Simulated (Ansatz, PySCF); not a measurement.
Energy difference R1 + R2 → P1, each structure at its B3LYP-D3(BJ)/def2-TZVP stationary point, reached from a drawn start (curvature not checked).
R1: C2H4 (SMILES C=C), charge 0, multiplicity 1.
R2: SiH2 (SMILES [SiH2]), charge 0, multiplicity 1.
P1, C2H6Si (SMILES C1C[SiH2]1) (charge 0, multiplicity 1):
```csv
atom,x (Å),y (Å),z (Å)
C,-0.6264,0.7074,0.2001
C,-0.5161,-0.7508,-0.3207
Si,1.0993,0.0417,0.1161
H,-1.1013,0.8354,1.1660
H,-0.9464,1.4499,-0.5218
H,-0.7683,-0.9062,-1.3633
H,-0.9231,-1.5207,0.3245
H,1.7846,-0.3506,1.3595
H,1.9975,0.4940,-0.9603
```

P less R. No zero-point or thermal terms.

The values were computed with Ansatz (Gaussian orbitals); PySCF for the D3/D4 terms. All values are computed, each at the level named.

Task: One of these levels gives -231.0 kJ/mol for the reaction energy. Which?
(A) HF/cc-pV(D+d)Z
(B) revPBE/def2-TZVPP
(C) PBE0-D3(BJ)/def2-TZVPP

Result: C, PBE0-D3(BJ)/def2-TZVPP. The others give -143.7 (HF/cc-pV(D+d)Z), -194.1 (revPBE/def2-TZVPP)

Ansatz is a first-principles code.
